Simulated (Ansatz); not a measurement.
Born–Oppenheimer molecular dynamics of CH2AlNO2 (7 atoms, charge 0, multiplicity 1). It starts from a relaxed structure.

Theory: Ansatz 0.2.0, RKS PBE/def2-SVP.

```json
{
  "ensemble": "NVE (velocity Verlet)",
  "time step": "0.5 fs",
  "steps asked": "150",
  "starting velocities drawn for": "500 K",
  "seed": "15324"
}
```

First frame:

```xyz
7
Properties=species:S:1:pos:R:3
O -0.747 -0.453 2.094
C -0.225 -0.296 0.878
N 0.719 -1.056 0.348
Al 0.238 0.243 -0.835
O 0.428 0.979 -2.357
H -0.274 -1.240 2.474
H -0.079 1.754 -2.647
```

**Question.** How far do the bonds stretch over the last three quarters of this one trajectory? (Pairs bonded in most of those frames.)

**Answer.** 
```
  bond  mean (Å)  spread (Å)  shortest  longest
 O1–C2     1.340       0.032      1.29     1.38
 O1–H6     0.996       0.021      0.96     1.03
 C2–N3     1.318       0.024      1.27     1.36
C2–Al4     1.880       0.033      1.83     1.94
N3–Al4     1.821       0.033      1.77     1.87
Al4–O5     1.703       0.017      1.68     1.73
 O5–H7     0.971       0.013      0.95     0.99
```

Mean temperature of the second half: 253 K. The conserved energy stayed within 0.14 meV per atom of its start (net change 0.061 meV per atom), so the integration is sound. The temperature averaged 0.51 of the 500 K drawn at the start: a run that starts near a minimum puts about half its kinetic energy into the potential. A run of 0.075 ps of so small a system gives no equilibrium averages.

Time of the run: 4.1 min on 1 thread of Arm Neoverse V1 (shared host), peak memory 0.097 GiB.
